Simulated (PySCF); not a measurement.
CH2N, SMILES [CH][NH] (connectivity only; charge and spin as stated), neutral, multiplicity 2.

Coordinates come from a B3LYP-D3(BJ)/def2-TZVPD optimisation.

Method: PySCF with SMD-ωB97X/6-31G*.

Solvation free energies are E(SMD) − E(gas) at the gas-phase geometry, for 1 M in both phases. In vacuum the dipole moment is 0.61 D.

Task: Estimate the solvation free energies in water, ethanol, methanol. (An estimate is asked for; the answer gives what the named calculation found.)

Result: 
```csv
solvent,ΔG(solv) (kcal/mol),its non-electrostatic (CDS) part,dipole (D)
water,0.7,5.0,0.70
ethanol,-0.8,3.3,0.69
methanol,-0.7,3.5,0.70
```
